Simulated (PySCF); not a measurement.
Members of one family of related compounds. Method used: TDDFT B3LYP/def2-SVPD, vertical, gas phase, core orbitals frozen in the response in PySCF 2.14.0, density-fitted response routines. Geometries: GFN2-xTB; one conformer of each isolated species. Triplets are in the Tamm–Dancoff approximation.

Question: Rank by computed lowest singlet excitation energy, lowest first.
A. `O[SiH](O)O[SiH2]O[SiH3]`
B. `O[SiH](O)O[SiH2]P`
C. `O=CN[SiH2]O[SiH](O)O`
D. `NC(=O)[SiH2]O[SiH](O)O`
E. `CO[SiH2]O[SiH](O)O`
F. `O[SiH](O)O[SiH2]C(F)(F)F`

Answer: D (4.90 eV), C (5.56 eV), B (6.24 eV), A (6.93 eV), E (7.11 eV), F (7.44 eV).

| SMILES | S1 (eV) | T1 (eV) | first f ≥ 0.01 (nm) | f (S1) | gap (eV) | S1 mainly |
| --- | --- | --- | --- | --- | --- | --- |
| NC(=O)[SiH2]O[SiH](O)O | 4.90 | 4.30 | 189 | 0.002 | 6.44 | H→L (98%) |
| O=CN[SiH2]O[SiH](O)O | 5.56 | 5.11 | 182 | 0.000 | 7.29 | H→L (96%) |
| O[SiH](O)O[SiH2]P | 6.24 | 5.52 | 199 | 0.030 | 7.14 | H→L (58%) |
| O[SiH](O)O[SiH2]O[SiH3] | 6.93 | 6.72 | 161 | 0.004 | 7.87 | H→L (95%) |
| CO[SiH2]O[SiH](O)O | 7.11 | 6.88 | 154 | 0.005 | 8.16 | H→L (93%) |
| O[SiH](O)O[SiH2]C(F)(F)F | 7.44 | 7.06 | 153 | 0.001 | 8.47 | H→L (95%) |

H and L stand for HOMO and LUMO.

Mean S1 by what the SMILES shows (count): single bonds only 6.93 eV (4); a double or triple bond but no aromatic ring 5.23 eV (2).

- `NC(=O)[SiH2]O[SiH](O)O`: S1 has the pattern of n→π* at C=O.
- `O=CN[SiH2]O[SiH](O)O`: S1 has the pattern of n→π* at C=O.
- `O[SiH](O)O[SiH2]P`: Löwdin shares by element: HOMO phosphorus 59%, silicon 15% or more, hydrogen 12% or more; LUMO silicon 32%, phosphorus 22%, hydrogen 9% or more (atoms not listed hold the other 37%).
- `O[SiH](O)O[SiH2]O[SiH3]`: Löwdin shares by element: HOMO oxygen 36% or more, silicon 18% or more, hydrogen 14% or more (atoms not listed hold the other 32%); LUMO silicon 40% or more, hydrogen 17% or more (atoms not listed hold the other 43%).
- `CO[SiH2]O[SiH](O)O`: Löwdin shares by element: HOMO oxygen 36% or more, hydrogen 22% or more, silicon 17% or more (atoms not listed hold the other 24%); LUMO carbon 21%, silicon 18% or more, oxygen 17% or more (atoms not listed hold the other 43%).
- `O[SiH](O)O[SiH2]C(F)(F)F`: Löwdin shares by element: HOMO oxygen 33% or more, carbon 16%, silicon 13% or more (atoms not listed hold the other 38%); LUMO silicon 40%, hydrogen 17% or more (atoms not listed hold the other 42%).
